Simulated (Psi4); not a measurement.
AlF₂, doublet, at a GFN2-xTB geometry (such geometries of metal compounds can be far from the true shape). Base run: HF/STO-3G run with Psi4 1.11.

Geometry (Å):
```xyz
3

Al    -0.0045     0.3492     0.0020
F      1.5548    -0.2322    -0.0013
F     -1.5483    -0.2723    -0.0016
```
Charge 0, spin multiplicity 2.
Orbitals are unrestricted.
All else is at Psi4's defaults (density fitting; Cartesian or spherical functions as each basis is defined).

Each row names what was changed in the base input (with any setting that the change needs).

```csv
change,basis functions,E (Eh),dipole (D)
base,19,-435.08388,0.94
basis = def2-SV(P),46,-440.66246,0.76
basis = 6-31G**,(withheld),(withheld),(withheld)
basis = cc-pV(D+d)Z,(withheld),(withheld),(withheld)
basis = 6-31+G*,61,-440.90965,0.76
basis = 6-311G**,62,-440.96004,0.89
basis = def2-SVPD,70,-440.68556,0.69
basis = aug-cc-pVDZ,73,(withheld),(withheld)
basis = aug-pcseg-1,73,-440.84581,0.70
basis = 6-311++G**,74,-440.97090,0.84
"basis = 6-311+G(2d,p)",89,-440.98527,0.72
basis = pcseg-2,94,-440.99973,0.81
basis = cc-pVQZ,(withheld),(withheld),(withheld)
```

What belongs in the gaps?


- basis = 6-31G**, basis functions: 49
- basis = 6-31G**, E (Eh): -440.89120
- basis = 6-31G**, dipole (D): 0.75
- basis = cc-pV(D+d)Z, basis functions: 51
- basis = cc-pV(D+d)Z, E (Eh): -440.91768
- basis = cc-pV(D+d)Z, dipole (D): 0.80
- basis = aug-cc-pVDZ, E (Eh): -440.93905
- basis = aug-cc-pVDZ, dipole (D): 0.68
- basis = cc-pVQZ, basis functions: 169
- basis = cc-pVQZ, E (Eh): -441.02433
- basis = cc-pVQZ, dipole (D): 0.64

Totals compare only among sets that treat the same electrons; sets with core potentials leave the core out.

Open shells are given as the SCF converged; they aren't shown to be the lowest states, and a large step between rows can be another state.
